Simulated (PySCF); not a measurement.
C₆H₄BrN₃.
Atom-mapped SMILES: `[Br:1][c:2]1[cH:3][n:4][c:5]2[cH:6][n:7][cH:8][cH:9][n:10]12` (hydrogens: H11 on C3; H12 on C6; H13 on C8; H14 on C9)

Structure used (PBE0-D3(BJ)/def2-SVP), in Å, numbered top down from 1:
```xyz
14
C6H4BrN3 angstrom
Br     1.687    1.657   -0.411
C      0.969   -0.034   -0.192
C      1.565   -1.285   -0.088
N      0.641   -2.252    0.065
C     -0.530   -1.633    0.059
C     -1.855   -2.116    0.180
N     -2.900   -1.332    0.149
C     -2.698    0.003   -0.005
C     -1.464    0.576   -0.131
N     -0.375   -0.252   -0.098
H      2.634   -1.493   -0.122
H     -1.998   -3.195    0.304
H     -3.587    0.637   -0.028
H     -1.280    1.643   -0.256
```

The closed-shell ground state was solved at several levels (PySCF, density fitting, gas phase). Relativistic effects, spin–orbit coupling among them, are left out although an element past zinc is present.

```csv
level,basis functions,total energy (Eh),HOMO (eV),LUMO (eV),gap (eV),dipole (D)
PBE0/def2-SVPD,253,-2968.1176,-6.83,-1.77,5.06,2.59
PBE0/pcSseg-1,214,-2968.3653,-6.82,-1.72,5.10,2.73
```

Task: Estimate the row for B3LYP/pcJ-1 (pcSseg-1 on Br), a basis of 324 functions; the other rows only guide the guess.

Result: Total energy -2969.1958 Eh, HOMO -6.57 eV, LUMO -1.87 eV, gap 4.70 eV, dipole 2.78 D.

Task: Over all these levels, which gives the widest orbital gap and which the narrowest?

Result: PBE0/pcSseg-1 (global hybrid, 25 % exact exchange) has the widest, 5.10 eV, and B3LYP/pcJ-1 (pcSseg-1 on Br) (global hybrid, 20 % exact exchange) the narrowest, 4.70 eV. Functional and basis both differ between the two, so the spread mixes both effects.

Task: How far do the dipole and the HOMO energy spread over the levels?

Result: The dipole runs from 2.59 to 2.78 D (mean 2.70 D) and the HOMO from -6.83 to -6.57 eV.
